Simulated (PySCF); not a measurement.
**Rb: interval between two levels**

Rb [Kr] 5s1 [2S1/2, M_J = 1/2] → Rb [Kr] 4d1 [2D5/2, M_J = 5/2], as a difference of total energies. Computed with PySCF 2.14 in x2c-TZVPall-2c with one added diffuse shell each of s, p, d type (9s10p8d1f, 86 functions), with the two-component X2C-1e Hamiltonian. Correlated levels: [Ar] 3d10 frozen; the 6 highest virtual spinors dropped. "Screened" scales the spin-orbit matrix elements by Boettger's factors to mimic the two-electron term; Breit and QED terms are absent.

```tsv
method	interval between two levels (cm⁻¹)
GHF (spin-free)	17591
GMP2 (spin-free)	19513
GHF (screened spin-orbit)	17588
GMP2 (screened spin-orbit)	19512
```

The spin-free rows lack the spin-orbit shift.

Errors of the correlated levels include the incompleteness of this basis and the frozen core.

For comparison: 19355 cm⁻¹ (measured; NIST Handbook of Basic Atomic Spectroscopic Data (Sansonetti and Martin, J. Phys. Chem. Ref. Data 34, 1559 (2005))).
